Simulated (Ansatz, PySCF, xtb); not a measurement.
Gas-phase reaction in SMILES: C#C[Si](C#C)(C#C)C#C [tetraethynylsilane] + 16 [H][H] (H2) → 8 C (CH4) + [SiH4] (SiH4)
Geometries: B3LYP-D3(BJ)/def2-TZVP minima from Ansatz (a quantum-chemistry and plane-wave program). Frequencies are from Ansatz or PySCF.

Wanted: energy of full hydrogenation (0 K, with B3LYP-D3(BJ) harmonic zero-point energies), in eV. Valence correlation only, unless marked. Spin-orbit coupling is left out. No relativistic terms. CBS marks a two-point X^-3 extrapolation of the correlation energy; Hartree-Fock from the larger set.

```json
[
 {"level": "GFN1-xTB", "program": "xtb", "energy of full hydrogenation (eV)": "-22.26", "minus last row": "-8.40"},
 {"level": "RI-HF/aug-cc-pV(Q+d)Z", "program": "Ansatz", "energy of full hydrogenation (eV)": "-15.33", "minus last row": "-1.47"},
 {"level": "SVWN5/def2-TZVPD", "program": "Ansatz", "energy of full hydrogenation (eV)": "-17.02", "minus last row": "-3.16"},
 {"level": "HSE06/def2-TZVPD", "program": "Ansatz", "energy of full hydrogenation (eV)": "-15.85", "minus last row": "-1.99"},
 {"level": "LC-wPBE-D4/def2-TZVPD", "program": "Ansatz + dftd4", "energy of full hydrogenation (eV)": "-16.01", "minus last row": "-2.15"},
 {"level": "wB97M-V/def2-TZVPD", "program": "Ansatz", "energy of full hydrogenation (eV)": "-14.40", "minus last row": "-0.54"},
 {"level": "MP2/aug-cc-pV(T+d)Z", "program": "Ansatz", "energy of full hydrogenation (eV)": "-13.37", "minus last row": "0.49"},
 {"level": "RI-MP2/aug-cc-pV(T+d)Z", "program": "Ansatz", "energy of full hydrogenation (eV)": "-13.37", "minus last row": "0.49"},
 {"level": "SCS-MP2/6-31G", "program": "Ansatz", "energy of full hydrogenation (eV)": "-11.94", "minus last row": "1.92"},
 {"level": "CCSD(T)/CBS(cc-pV(T+d)Z,cc-pV(Q+d)Z)", "program": "Ansatz", "energy of full hydrogenation (eV)": "-13.86", "minus last row": "0.00"}
]
```
